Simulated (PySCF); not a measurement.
C₃H₆GeO.

```xyz
11

C      0.3181     3.6990     0.0000
C     -0.1084     2.5635     0.0000
C     -0.6431     1.1996     0.0000
O      0.4163     0.2594     0.0000
Ge     0.0404    -1.4953     0.0000
H      0.7019     4.7015     0.0000
H     -1.2932     1.0752    -0.8901
H     -1.2932     1.0752     0.8901
H      1.4131    -2.1713     0.0000
H     -0.7762    -1.8395    -1.2628
H     -0.7762    -1.8395     1.2628
```
Charge 0, spin multiplicity 1.

The structure is a stationary point at TPSSh-D3(BJ)/def2-SVP. The structure was generated by enumeration, and PubChem lists no compound with its InChIKey, so it may never have been made. The values are those of a single conformer.

All values below come from PySCF with PBE/pcSseg-1. Non-relativistic, no solvent.

Computed absolute GIAO shielding of each atom: isotropic value and principal components (ppm):
```tsv
atom	σ(iso)	σ11	σ22	σ33	span
C1	102.8	33.2	39.7	235.4	202.2
C2	95.5	-5.0	-1.6	293.1	298.1
C3	117.9	90.4	97.1	166.2	75.8
O4	307.5	279.8	295.8	346.7	66.9
Ge5	1336.6	1197.7	1211.6	1600.6	402.8
H6	29.1	24.6	24.6	38.0	13.4
H7	26.7	21.3	27.3	31.5	10.1
H8	26.7	21.3	27.3	31.5	10.1
H9	26.2	19.9	22.0	36.6	16.7
H10	26.1	20.1	22.0	36.2	16.1
H11	26.1	20.1	22.0	36.2	16.1
```
